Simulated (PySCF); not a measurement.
Delta-SCF ions had no search for a lower state. Excitations are Tamm–Dancoff values on a coarser integration grid. The basis has no diffuse functions, so Rydberg states are missing or too high.

Cartesian coordinates (Å):
SMILES: C=CC(C)=O
```xyz
11

C      2.0333     0.0502    -0.1159
C      0.7886    -0.4036    -0.1040
C     -0.3661     0.5258     0.1031
C     -1.7345    -0.1047     0.0814
O     -0.2062     1.7086     0.2757
H      2.2195     1.1081     0.0276
H      2.8807    -0.6056    -0.2655
H      0.5670    -1.4557    -0.2447
H     -2.4978     0.6521     0.2379
H     -1.8933    -0.6061    -0.8758
H     -1.7994    -0.8698     0.8582
```
Charge 0, spin multiplicity 1.

### Question
What is the computed HOMO–LUMO gap, LUMO, vertical ionisation energy (Delta-SCF), HOMO, total energy, brightest of the four lowest singlets (TDA), T1 excitation (TDA) and S1–T1 gap (TDA) (PySCF with M06-2X/def2-TZVP)?

### Answer

- HOMO–LUMO gap: 8.31 eV
- LUMO: -0.65 eV
- vertical ionisation energy (Delta-SCF): 9.72 eV
- HOMO: -8.96 eV
- total energy: -231.2176 Ha
- brightest of the four lowest singlets (TDA): 6.65 eV
- T1 excitation (TDA): 3.42 eV
- S1–T1 gap (TDA): 0.41 eV
